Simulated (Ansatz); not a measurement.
`CC(F)(F)[SiH2]F` + `N[SiH3]` → `F[SiH2]N[SiH3]` + `CC(F)F`  (ligand exchange at the Si–C bond)

Computed with Ansatz on PBE0-D4/def2-TZVP structures; ΔE is electronic, products minus reactants. CCSD(T)/CBS adds triple-zeta CCSD(T) − MP2 to the extrapolated MP2 energy (def2 sets, frozen cores). This one scheme is used for every species. Functionals use def2-TZVPP. B3LYP here is the variant with VWN-RPA as its local correlation; programs differ in this. One conformer a species, not always the lowest.

Is it downhill or uphill in electronic energy at CCSD(T)/CBS, and by how much? (An estimate is asked.)

Ansatz gave: Downhill: ΔE = -1.20 eV.

What do these levels give: r2SCAN-D4, PBE0-D4, ωB97X-V, B3LYP, HF/def2-TZVPP, SCS-MP2/def2-QZVPP? (Best estimate.)

Ansatz gave: r2SCAN-D4 -1.15, PBE0-D4 -1.15, ωB97X-V -1.15, B3LYP -1.16, HF/def2-TZVPP -1.35, SCS-MP2/def2-QZVPP -1.25 eV.

Largest T1 diagnostic among the species: 0.012.

In def2-TZVPP, CCSD(T) changes the Hartree–Fock value by +0.13 eV (the triples alone add +0.02 eV) and MP2 by +0.09 eV. From PBE to PBE0 (25 % exact exchange), in def2-TZVPP and without D4, ΔE moves by −0.09 eV.
